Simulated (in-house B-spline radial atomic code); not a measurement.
## LDA exchange-only excitations of neutral calcium

Method: LDA exchange-only. Computed with a B-spline radial code for spherical atoms: linear response of the closed shell [Ar] 4s2 with the functional's adiabatic kernel; scalar-relativistic (spin-free one-electron X2C), finite nucleus, no spin-orbit coupling, no double excitations, S, P, D and F terms only; shells from n = 2 respond.

Command:
```bash
python run_td.py task.json out
```
Settings (radii: box in bohr, nucleus in fm):
```
Z                        20
electrons                20
configuration            [Ar] 4s2
hamiltonian              x2c
method                   lda,
box_radius               75
rms_radius               3.4776
intervals                78
```

Time taken, with all properties: 0.4 s on 1 thread of AMD EPYC 9R45 96-Core Processor (Zen 5) (shared host).

The lowest states, in the order of their Tamm-Dancoff energies; the method's threshold (minus the highest occupied level) is 3.043 eV. Labels give the largest channel, * marks a mixed state, and oscillator strengths are full-response dipole values. Measured ¹D terms are left out, since they can mix with doubly excited terms. Semilocal kernels can invert the small singlet-triplet splittings of Rydberg terms. Energies in eV:

| state | full response | Tamm-Dancoff | oscillator strength | measured (J-weighted term) |
| --- | --- | --- | --- | --- |
| 4s → 3d 3D | ? | ? | - | ? |
| 4s → 4p 3P | 1.152 | 1.450 | - | 1.892 |
| 4s → 3d 1D | 2.165 | 2.177 | - | - |
| 4s → 4p 1P | ? | ? | ? | ? |
| 4s → 5s 3S | 2.942 | - | - | 3.910 |

Question: Where does 4s → 3d 3D lie?

Answer: At 1.263 eV in full response, 1.425 eV in Tamm-Dancoff; measured 2.524 eV.

Question: Where does 4s → 4p 1P lie?

Answer: At 2.852 eV in full response, oscillator strength 1.4; measured 2.933 eV.

Question: How large is the singlet-triplet splitting of 4s → 3d (D terms) in Tamm-Dancoff?

Answer: 0.752 eV, from the unrounded values.

Question: What polarisabilities and dispersion coefficient does the method give?

Answer: Dipole 160.7 bohr³, quadrupole 3826 bohr⁵, C6 2221 hartree·bohr⁶ for two such species. Recommended dipole value: 160.8 ± 4 bohr³ (Schwerdtfeger and Nagle, table of static dipole polarizabilities (2023 update)), which includes relativity and correlation.
